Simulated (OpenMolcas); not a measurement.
Nb4+ (d1) among equal point charges was computed by CASSCF with the d shell active (OpenMolcas, ANO-RCC-VDZP on the metal). Its lowest spin-free states, and all those of the highest spin:

```tsv
2S+1	Degeneracy	E (cm-1)
2	1	0.0
2	2	1887
2	2	7078
```

Is the site octahedral, tetrahedral or cube-like, axial, or of lower symmetry?

The states with 2S+1 = 2 have orbital degeneracies 1, 2, 2. There are pairs but no triples, so the site is axial: not cubic, but with a proper or improper axis of order three or more. The run had Nb4+ among 6 point charges of -1.7 e arranged as a trigonal prism (D3h), 2.07 Å from the ion, with a polar angle of 54.0° against the regular 49.1°.

This is an electrostatic model: the charges have no orbitals. No measured value stands beside these numbers.
